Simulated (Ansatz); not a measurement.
A structure relaxed at r2SCAN-D4/def2-SVP in Ansatz, charge -1, singlet:

Cartesian coordinates in Å:
```
Si -3.008 1.102 0.174
Si -2.498 -0.859 -4.848
Si -1.511 -0.309 3.417
Si -1.518 -2.034 -1.343
Si -0.403 2.943 2.313
Si -0.385 1.352 -2.548
Si 0.767 1.709 5.741
Si 2.017 -1.381 3.956
Si 3.155 1.954 2.826
Si 2.337 -3.010 -0.603
Si 3.425 0.280 -1.731
Si 1.148 -1.775 -4.007
Si -3.459 -0.191 2.090
Si -2.288 3.216 0.921
Si -1.082 1.839 4.277
Si -3.203 -2.094 -2.976
Si -2.059 1.356 -4.194
As -0.998 0.148 -0.612
Si -0.509 -1.804 -5.675
Si 0.549 -0.718 2.232
Si 0.498 -2.990 -2.099
Si 1.274 1.407 1.511
Si 1.644 0.412 -3.292
Si 2.681 0.721 4.769
Si 3.090 -0.942 0.272
H -4.168 1.172 -0.778
H -3.562 -0.881 -5.911
H -1.783 -1.289 4.526
H -2.007 -2.735 -0.109
H 0.125 4.317 2.625
H -0.170 2.756 -2.064
H 0.375 0.926 6.963
H 1.116 3.091 6.219
H 1.279 -2.128 5.032
H 3.176 -2.230 3.537
H 3.170 3.422 3.154
H 4.489 1.613 2.235
H 1.919 -3.951 0.499
H 3.325 -3.805 -1.421
H 3.780 1.716 -1.443
H 4.526 -0.203 -2.645
H 2.396 -2.395 -4.574
H -4.605 0.429 2.840
H -3.910 -1.563 1.680
H -3.420 3.895 1.643
H -1.955 4.082 -0.259
H -2.233 2.478 5.005
H -4.475 -1.509 -2.433
H -3.505 -3.505 -3.397
H -3.310 1.985 -3.652
H -1.645 2.155 -5.398
H -0.787 -3.208 -6.132
H -0.070 -1.029 -6.885
H 0.275 -1.830 1.274
H 0.140 -4.388 -2.534
H 1.483 1.723 0.066
H 2.046 1.219 -4.500
H 3.775 0.696 5.801
H 4.547 -1.356 0.462
```

Q: Give its formula and point group.

A: Si₂₄AsH₃₄⁻. Point group Cs (tolerance 0.1 Å).

Q: Summarise the bond lengths by kind (pairs closer than 1.2 times the sum of covalent radii, bridged metal pairs left out).

A: 29 × Si–Si 2.35 to 2.41 Å; 3 × As–Si 2.36 Å; 34 × H–Si 1.49 to 1.53 Å.

Single mean-field runs in def2-SVP are fitted with def2-universal-jkfit.
